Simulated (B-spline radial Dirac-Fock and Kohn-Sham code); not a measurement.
Z = 52 (tellurium), transition energy 50 keV. The computed values come from a radial atomic solver: a Dirac-Hartree-Slater potential of the neutral atom with a Latter tail (no hole, which puts coefficients of high multipoles low close above an edge), finite nucleus with surface currents. Subshells that would emit electrons below 1 keV are left out.

Question: A pure transition shows α(K) = 1.14, L1/L2 = 4.49 and L1/L3 = 3.01. What is its multipolarity?
A. E4
B. M3
C. M2
D. E1
E. E3
F. M4
G. M1
H. E2

Answer: D. For comparison, α(K), L1/L2, L1/L3 are E2 8.28, 0.177, 0.131; E3 42.5, 0.0114, 0.00898; E4 206, 0.00580, 0.00469; M1 4.37, 12.8, 51.4; M2 73.6, 9.37, 3.64; M3 595, 6.56, 0.693; M4 4030, 4.94, 0.294.
